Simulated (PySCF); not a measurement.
The vertical singlet excitations below were computed for one of the candidates. Method: PySCF, TDDFT CAM-B3LYP/def2-SVPD, vertical, gas phase, core orbitals frozen in the response. Geometries: GFN2-xTB, one conformer each.

| state | ν̃ (cm⁻¹) | f | main configurations (H = HOMO, L = LUMO) |
| --- | --- | --- | --- |
| S1 | 41590 | 0.026 | H→L (90%) |
| S2 | 44790 | 0.0052 | H→L+2 (72%), H→L+1 (17%) |
| S3 | 51920 | 0.043 | H→L+1 (58%), H→L+3 (16%), H→L+2 (9%) |
| S4 | 52720 | 0.025 | H-1→L (52%), H-1→L+2 (14%), H→L+1 (11%) |
| S5 | 53320 | 0.0086 | H-1→L+2 (58%), H-1→L+1 (9%) |
| S6 | 57250 | 0.049 | H→L+3 (64%), H-1→L (17%) |
| S7 | 57530 | 0.024 | H→L+4 (80%) |
| S8 | 61130 | 0.0009 | H-1→L+1 (74%), H-1→L+2 (9%) |

Problem. Which structure fits?
A. `C1C(=O)OC=C1F`
B. `O=[S@@]1CC[C@@H]1F`
C. `CO[C@@]1(F)CS1`
D. `CO[C@@H](C)C(C)=S`

Solution. B. Its S1 lies at 5.16 eV; the nearest of the others has S1 at 4.90 eV. S1 is HOMO→LUMO (90%). Löwdin shares by element: HOMO oxygen 43%, sulfur 32%, carbon 15% or more; LUMO sulfur 48%, carbon 22% or more, oxygen 10% (atoms not listed hold the other 20%). At the same level the other candidates give, for their lowest levels:
- `CO[C@@H](C)C(C)=S`: 2.49 eV (f 0.000); 5.20 eV (f 0.000); 5.65 eV (f 0.231); 6.17 eV (f 0.065); 6.24 eV (f 0.036); T1 2.04 eV; HOMO -7.74, LUMO -1.02 eV
- `CO[C@@]1(F)CS1`: 4.90 eV (f 0.000); 6.43 eV (f 0.021); 6.93 eV (f 0.052); 7.07 eV (f 0.030); 7.41 eV (f 0.045); T1 4.46 eV; HOMO -8.35, LUMO 0.69 eV
- `O=C1CC(F)=CO1`: 5.63 eV (f 0.000); 5.67 eV (f 0.080); 6.66 eV (f 0.010); 7.09 eV (f 0.000); 7.36 eV (f 0.111); T1 3.94 eV; HOMO -8.76, LUMO 0.18 eV
Triplets come from the Tamm–Dancoff approximation.
